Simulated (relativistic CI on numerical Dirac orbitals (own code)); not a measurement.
**Sensitivity of the levels of Hg32+ to α and to the nuclear radius**

Computed by Dirac-Coulomb-Breit CI, orbitals from a KLI potential per configuration, derivatives by finite differences, unscaled Slater integrals, QED left out (own radial code, finite nucleus).

CI space (outside the closed core [Ar] 3d10 4s2): 4p⁶4d¹⁰4f², 4p⁶4d⁹4f³, 4p⁶4d¹⁰4f5s, 4p⁶4d¹⁰4f5p, 4p⁵4d¹⁰4f³, 4p⁶4d¹⁰5s², 4p⁶4d¹⁰5s5p, 4p⁶4d¹⁰4f5d. Levels of other configurations are missing.

With x = (α/α₀)² − 1 an excitation energy changes as ω = ω₀ + qx; K = 2q/ω₀ is the relative enhancement. Terms are leading LS components, so labels can repeat. The field-shift factor is F = δν/δ⟨r²⟩ for the transition from the lowest level.

Lowest level 4p⁶4d¹⁰4f² ³H4.

```
           Level  ω₀ (cm⁻¹)  q (cm⁻¹)       K  F (GHz/fm²)
  4p⁶4d¹⁰4f² ³F2      24969      4481   0.359        0.465
  4p⁶4d¹⁰4f² ³H5      45151     45150       2         2.47
  4p⁶4d¹⁰4f² ¹G4      60351     44440    1.47         2.61
  4p⁶4d¹⁰4f² ³F3      61346     45740    1.49         2.67
  4p⁶4d¹⁰4f² ³H6      79597     67580     1.7         3.84
  4p⁶4d¹⁰4f² ³P0      95818     11940   0.249         1.63
  4p⁶4d¹⁰4f² ¹D2     101088     43780   0.866         3.05
  4p⁶4d¹⁰4f² ³F4     111503     91340    1.64         5.21
  4p⁶4d¹⁰4f² ³P1     120350     46220   0.768         3.37
  4p⁶4d¹⁰4f² ¹I6     128212     66920    1.04         4.38
  4p⁶4d¹⁰4f² ³P2     156885     88450    1.13         5.62
  4p⁶4d¹⁰4f² ¹S0     247083     79240   0.641         6.32
4p⁶4d¹⁰4f5s ³F°2    1727298   -702500  -0.813         1320
```

At this charge energies of transitions that change n are usually good to better than 1 %, and those within a shell (Δn = 0) to a few per cent. Terms inside the open d or f shell come out 10 to 20 % too wide with unscaled integrals.
